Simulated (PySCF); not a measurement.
Electron correlation in Sm²⁹⁺ (samarium, charge +29)

Starting occupation: [Ar] 3d10 4s2 4p3, 4p1/2 with m_j = -1/2, +1/2, 4p3/2 with m_j = +3/2. Computed with PySCF 2.14 in an even-tempered Gaussian basis (17 s from 2.6 bohr⁻², ratio 2.8; 13 p from 3.4 bohr⁻², ratio 2.8; 8 d from 6 bohr⁻², ratio 2.8; 4 f from 16 bohr⁻², ratio 3), with X2C-1e with screened-nucleus spin-orbit coupling, Gaussian nucleus. Frozen: [Ne]; 23 electrons correlated; the 74 highest virtual spinors left out.

MP2 pair energies summed by pair of shells (mhartree):

```tsv
pair	energy	share (%)
3d3/2-3d5/2	-183.06	19.5
3d5/2-3d5/2	-130.01	13.8
3d5/2-3p3/2	-60.47	6.4
3d3/2-3d3/2	-55.38	5.9
3d3/2-3p3/2	-40.88	4.4
3d5/2-4p1/2	-37.07	3.9
3d5/2-4s1/2	-34.32	3.7
4p1/2-4s1/2	-34.03	3.6
4p1/2-4p1/2	-27.52	2.9
4p3/2-4s1/2	-25.88	2.8
3d5/2-3p1/2	-24.79	2.6
3d3/2-4p1/2	-23.78	2.5
4p1/2-4p3/2	-22.29	2.4
3p3/2-3p3/2	-22.22	2.4
3d3/2-4s1/2	-21.47	2.3
4s1/2-4s1/2	-21.41	2.3
3d5/2-3s1/2	-20.99	2.2
3p1/2-3p3/2	-19.70	2.1
3d5/2-4p3/2	-16.62	1.8
3d3/2-3p1/2	-16.24	1.7
3d3/2-3s1/2	-13.99	1.5
3p3/2-4p1/2	-13.82	1.5
3p3/2-4s1/2	-13.14	1.4
3d3/2-4p3/2	-10.83	1.2
3p3/2-3s1/2	-10.66	1.1
3p3/2-4p3/2	-5.65	0.6
3p1/2-3s1/2	-5.03	0.5
3p1/2-3p1/2	-5.03	0.5
3p1/2-4s1/2	-4.79	0.5
3p1/2-4p1/2	-4.38	0.5
```

Total MP2 correlation energy: -938.74 mhartree.

At this charge the one-electron X2C treatment keeps the bare 1/r₁₂, with no two-electron picture change or Breit term. The effect here is smaller than on the frozen 1s shell.
